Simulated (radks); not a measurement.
Results of a calculation; reference values are marked as such.
Mg2.25+, configuration 1s(up 1, down 0.75) 2s2 2p6 (fractional occupations, a model configuration).

Code: a radial shooting solver on a logarithmic mesh with Libxc functionals. Model: scalar-relativistic Kohn-Sham, PBE, spin-polarised, spherical densities, finite nucleus; Fermi nuclear charge, rms radius 3.057 fm.

Energy parts (eV):
total: -5103.323
kinetic: 5109.185
electron-nucleus: -12055.140
Hartree: 2253.691
exchange-correlation: -411.059

Orbitals (lengths in bohr, moments of r in powers of bohr):
orbital,occ.,eigenvalue (eV),<r^2>,<r>
1s up,1,-1317.236,0.02262,0.1296
1s down,0.75,-1308.425,0.02275,0.1299
2s up,1,-108.7142,0.5569,0.6810
2s down,1,-108.3500,0.5595,0.6826
2p up,3,-75.6936,0.5534,0.6588
2p down,3,-75.3835,0.5571,0.6611

The highest occupied level is 2p down at -75.383 eV. Summed over all electrons, <r^2> = 4.488 bohr^2, which gives a Langevin (diamagnetic) susceptibility term of -3.55 x 10^-6 cm^3/mol. The density falls to 0.001 e/bohr^3 at r = 2.15 bohr. The electron density at the nucleus is 1038 e/bohr^3 (large components only). Spin moment in Bohr magnetons: 0.25. The spin density at the nucleus is 140.0 e/bohr^3 (1s 139.9, 2s 0.1).
